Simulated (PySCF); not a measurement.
# A thermochemical cycle for AlCu

PBE0 in PySCF with def2-TZVPPD on every atom, for the lowest determinant that a PBE0 search found; no spin–orbit coupling. AlCu, a singlet (closed shell), has De = 2.00 eV to neutral atoms, and AlCu⁺, a doublet (σ ↑), has De = 1.34 eV to Al⁺ + Cu (3d10 4s1).

The adiabatic ionisation energy of AlCu, between the minima, is 6.75 eV.

**Question.** Which ionisation energy of the Al atom does this level give?

**Answer.** IE(Al) = IE(molecule) + De(ion) − De(neutral) = 6.75 + 1.34 − 2.00 = 6.09 eV; the measured value is 5.986 eV (NIST ASD).

Closed-shell solutions of metal pairs were not tested for spin polarisation, which can lower them a little. For an ion De counts to the pair picked by the measured ionisation energies or electron affinities, which need not be the lowest pair at this level. With d or f electrons several states lie close, and the lowest PBE0 determinant need not be the measured ground state.
